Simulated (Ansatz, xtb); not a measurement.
C5H7FN2Si: 7 structures ranked

7 gas-phase structures of C5H7FN2Si, from a drawn sample of its isomers (lower ones may exist). Each was relaxed with GFN2-xTB; where two conformers were screened, the lower at r2SCAN-D4/def2-SVP is listed:

A. `C/C=N/[Si@H](F)/C=C\C#N`, a singlet
B. `C=C[SiH2]n1cnc(F)c1`, a singlet
C. `C[SiH2]c1ncncc1F`, a singlet
D. `F/C=C\c1cn([SiH3])cn1`, a singlet
E. `F/C=C\[SiH2]n1ccnc1`, a singlet
F. `N#C[C@@H]1CN=C[C@@H]1[SiH2]F`, a singlet
G. `C=C(F)c1cncn1[SiH3]`, a singlet

Problem. Make a reasoned guess at their ranking by r2SCAN-D4/def2-SVP single-point energy.

Solution. Calculated order at r2SCAN-D4/def2-SVP: A (0.0), F (27.4), C (73.0), G (86.2), E (86.4), D (90.8), B (101.6) kJ/mol. Less than 1 kcal/mol parts G and E, so the order within that pair means little.

Energies above the lowest of each column, in kJ/mol; the last columns are at B3LYP/def2-SVP geometries and were run for some of them only (a dash: not run or not comparable):

```
structure  GFN2-xTB  HF/STO-3G  r2SCAN-D4/def2-SVP  B3LYP/def2-SVP  CCSD(T)/def2-SVP + ΔMP2/def2-TZVPP
        A      90.4      117.3                 0.0             0.0                                 0.0
        F       9.8        0.0                27.4            43.6                                32.0
        C     102.5        5.0                73.0            97.0                               158.4
        G       0.0       64.6                86.2               –                                   –
        E      66.8       50.5                86.4               –                                   –
        D       6.9       61.5                90.8               –                                   –
        B      75.2       57.8               101.6               –                                   –
```

CCSD(T)/def2-SVP + ΔMP2/def2-TZVPP puts A lowest of those it was run on; GFN2-xTB picks G, HF/STO-3G picks F. Flexible structures stand in one conformer each, not always the lowest. Frequencies (GFN2-xTB) were run for A, C, F alone. The ΔMP2 step shifts differences by up to 26.3 kJ/mol, which makes them less sure. ΔMP2 is the change of the MP2 energy from the smaller to the larger basis.

Over these structures GFN2-xTB departs from r2SCAN-D4/def2-SVP by 43.5 kJ/mol on average once a common shift is removed. A GFN2-xTB relaxation took about 0.14 s and the r2SCAN-D4/def2-SVP energy about 2.5 s on a shared host (Ansatz 0.2.0, xtb 6.7.1).
